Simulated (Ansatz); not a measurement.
Consider the substitution at a C–O bond: `C[O][Cd][NH2]` + `C=C(N)O` → `C=C(N)OC` + `[NH2][Cd][OH]`.

Calculated with Ansatz (gas phase, PBE0-D4/def2-TZVP geometries, no zero-point term in ΔE). CCSD(T)/CBS is the MP2 limit (def2-TZVPP, def2-QZVPP) plus CCSD(T) − MP2 in def2-TZVPP, frozen cores. Functionals use def2-TZVPP. HSE06 is defined as in plane-wave codes. def2 core potentials past Kr. For Cd outer-core shells are correlated without core-valence functions, which leaves a few kJ/mol of doubt a bond. One conformer a species, not always the lowest.

`C[O][Cd][NH2]`:

Cartesian coordinates in Å:
```
C 1.166 -1.112 1.293
O 1.115 -0.716 -0.047
Cd -0.323 0.417 -0.762
N -1.800 1.573 -1.462
H 1.247 -0.267 1.994
H 2.057 -1.736 1.439
H 0.298 -1.713 1.603
H -2.314 1.115 -2.205
H -1.446 2.439 -1.852
```

`C=C(N)O`:

Cartesian coordinates in Å:
```
C 0.542 -0.567 -0.908
C -0.119 -0.067 0.143
N -0.628 1.206 0.254
O -0.432 -0.778 1.254
H 0.784 0.054 -1.758
H 0.817 -1.613 -0.945
H -0.655 1.555 1.199
H -0.253 1.867 -0.405
H -0.056 -1.657 1.166
```

`C=C(N)OC`:

Z-matrix (Å, degrees):
```
C
O 1 1.407
H 1 1.095 2 111.1
H 1 1.094 2 111.0 3 121.7
H 1 1.089 2 106.3 3 -119.2
C 2 1.349 1 117.1 3 -59.9
N 6 1.382 2 108.9 1 -177.8
C 6 1.340 2 125.8 1 -0.1
H 7 1.006 6 114.1 2 -162.3
H 7 1.008 6 113.3 2 -31.3
H 8 1.081 6 119.7 2 179.2
H 8 1.077 6 122.3 2 -2.8
```

`[NH2][Cd][OH]`:

```xyz
6

N    -1.521    0.533   -0.130
Cd    0.355   -0.038    0.267
O     2.155   -0.489    0.908
H    -2.111   -0.253   -0.382
H    -1.563    1.181   -0.907
H     2.686   -0.935    0.244
```

Problem. Is it downhill or uphill in electronic energy at CCSD(T)/CBS, and by how much? (Best estimate.)

Solution. Ansatz gave: Downhill: ΔE = -26.7 kJ/mol.

Problem. What do these levels give: PBE-D4, BLYP-D4, PBE0-D4, HSE06-D4, BHLYP, HF/def2-SVP, MP2/def2-SVP, CCSD/def2-SVP, SCS-MP2/def2-TZVPP, CCSD/def2-TZVPP, HF/def2-QZVPP, MP2/def2-QZVPP? (Best estimate.)

Solution. Ansatz gave: PBE-D4 -20.6, BLYP-D4 -20.8, PBE0-D4 -20.5, HSE06-D4 -20.2, BHLYP -19.3, HF/def2-SVP -5.3, MP2/def2-SVP -15.4, CCSD/def2-SVP -11.9, SCS-MP2/def2-TZVPP -24.4, CCSD/def2-TZVPP -22.2, HF/def2-QZVPP -15.8, MP2/def2-QZVPP -29.1 kJ/mol.

Largest T1 diagnostic among the species: 0.016.

Leaving LDA and LC-ωPBE aside and taking each functional with its dispersion term where it has one, the values, not all of them listed here, spread over 2.4 kJ/mol, from ωB97M-V to HSE06-D4. LDA lies −6.9 kJ/mol from PBE without D4. In def2-TZVPP, CCSD(T) changes the Hartree–Fock value by −8.6 kJ/mol (the triples alone add −1.2 kJ/mol) and MP2 by −12.0 kJ/mol. At CCSD(T), def2-SVP lies +13.6 kJ/mol from the extrapolated value and def2-TZVPP +3.3 kJ/mol.
